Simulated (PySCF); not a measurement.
Two-dimensional NMR puzzle

Compound of formula C₇H₁₁O₂P. Correlations simulated from computed shifts and the bond graph:

HSQC (one-bond C–H):
| δH | δC |
| --- | --- |
| 4.38 | 67.4 |
| 4.19 | 67.4 |
| 2.76 | 26.0 |
| 2.37 | 30.7 |
| 1.58 | 79.2 |
| 1.24 | 30.7 |

COSY cross peaks (H two or three bonds apart, from the bond graph; peaks can be absent where the dihedral angle is near 90°):
| δH | δH |
| --- | --- |
| 4.38 | 4.19 |
| 4.38 | 2.37 |
| 4.38 | 1.24 |
| 4.19 | 2.37 |
| 4.19 | 1.24 |
| 2.37 | 1.24 |

HMBC (two and three bonds, from the bond graph):
| δH | δC |
| --- | --- |
| 4.38 | 67.4, 30.7 |
| 4.19 | 67.4, 30.7 |
| 2.76 | 82.4, 79.2, 30.7 |
| 2.37 | 67.4, 30.7, 26.0 |
| 1.58 | 82.4, 26.0 |
| 1.24 | 67.4, 30.7, 26.0 |

Carbons without hydrogens: δ 82.4.

PySCF calculation with NMR shieldings at PBE0/pcSseg-1/GIAO and GFN2-xTB structure; relativity neglected, rapidly exchanging positions averaged, one conformer, gas phase.

Chemical shifts δ = σref − σ; ¹H, ¹³C vs TMS, all at this level.

Exchangeable hydrogens are left out of these lists.

Question: Work out the connectivity.

Answer: `C#CCP1(=O)CCOCC1`.

Atom-mapped SMILES (the numbers label the heavy atoms): `[CH:1]#[C:2][CH2:3][P:4]1(=[O:5])[CH2:6][CH2:7][O:8][CH2:9][CH2:10]1`. Hydrogens are named by the atom that carries them.

δC 82.4 is C2, an alkyne carbon. δC 79.2 is C1, a terminal alkyne carbon (δH 1.58). δC 67.4 is C7/C9, an sp3 CH2 bonded to O (δH 4.38, 4.19). δC 30.7 is C6/C10, an sp3 CH2 bonded to P (δH 1.24, 2.37). δC 26.0 is C3, a propargylic sp3 CH2 bonded to P (δH 2.76). HMBC from δH 2.76 reaches the proton-free carbon C2. HMBC from δH 1.58 reaches the proton-free carbon C2. COSY links 4.38–4.19, 4.38–2.37, 4.38–1.24, 4.19–2.37, 4.19–1.24, 2.37–1.24.

The data come from this structure; uniqueness wasn't tested.

Shifts are as computed. Against solution values, carbons near 30 ppm lie about +3 ppm off and those near 130 ppm about +5 ppm. Of 1211 compounds with measured shifts, 218 miss one by over three times the rms of a fit or turn the order of signals round; such compounds aren't used in these exercises.
